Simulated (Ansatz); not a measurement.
Steps of a relaxation of `[F][Ge]([F])([F])[Br]` with RKS PBE0-D4/def2-TZVP.

```sh
$ ansatz run in.yaml --threads 4 --pin off --events-out ev --progress --plain --max-ram 10444MiB
```

```yaml
crystal:
  periodic: [false, false, false]
  atoms:
    - {symbol: F, position_ang: [1.176384, -0.828139, 1.022028]}
    - {symbol: Ge, position_ang: [-0.018288, -0.062108, 0.034399]}
    - {symbol: F, position_ang: [-0.829184, -1.310014, -0.845673]}
    - {symbol: F, position_ang: [-1.179430, 0.650682, 1.098842]}
    - {symbol: Br, position_ang: [0.900418, 1.475978, -1.351096]}
basis:
  gaussian: {orbitals: def2-TZVP}
hamiltonian: {xc: pbe0, dispersion: d4}
relax: {f_tol: 0.005, max_steps: 150}
```

Positions (Å) and forces (eV/Å) along the path, 5 of 5 steps:

```xyz
5
step=1 energy=-134700.3506 eV
F     1.176   -0.828    1.022   -0.632    0.406   -0.524
Ge   -0.018   -0.062    0.034   -0.205   -0.345    0.311
F    -0.829   -1.310   -0.846    0.428    0.660    0.466
F    -1.179    0.651    1.099    0.613   -0.378   -0.564
Br    0.900    1.476   -1.351   -0.204   -0.343    0.310
5
step=2 energy=-134700.3900 eV
F     1.167   -0.818    1.010   -0.281    0.169   -0.221
Ge   -0.017   -0.060    0.033   -0.197   -0.334    0.301
F    -0.821   -1.296   -0.840    0.182    0.281    0.211
F    -1.168    0.646    1.087    0.263   -0.173   -0.240
Br    0.888    1.455   -1.332    0.033    0.056   -0.051
5
step=3 energy=-134700.3973 eV
F     1.156   -0.816    1.006    0.011    0.005   -0.003
Ge   -0.018   -0.061    0.034   -0.020   -0.034    0.031
F    -0.817   -1.290   -0.829    0.000    0.002   -0.012
F    -1.161    0.637    1.082   -0.001    0.012   -0.002
Br    0.889    1.457   -1.334    0.010    0.016   -0.014
5
step=4 energy=-134700.3974 eV
F     1.157   -0.816    1.006    0.001    0.001   -0.001
Ge   -0.019   -0.063    0.035   -0.003   -0.006    0.005
F    -0.817   -1.290   -0.831    0.000    0.001   -0.001
F    -1.161    0.638    1.082    0.000    0.001   -0.001
Br    0.889    1.456   -1.333    0.001    0.002   -0.002
5
step=5 energy=-134700.3974 eV
F     1.157   -0.816    1.006    0.000    0.000    0.000
Ge   -0.019   -0.063    0.035    0.000    0.000    0.000
F    -0.817   -1.290   -0.831    0.000    0.000    0.000
F    -1.161    0.639    1.082    0.000    0.000    0.000
Br    0.889    1.456   -1.333    0.000    0.000    0.000
```

It took 20 s on 4 threads of an Arm Neoverse V1 on a shared host, with 0.61 GiB of host memory at the peak.
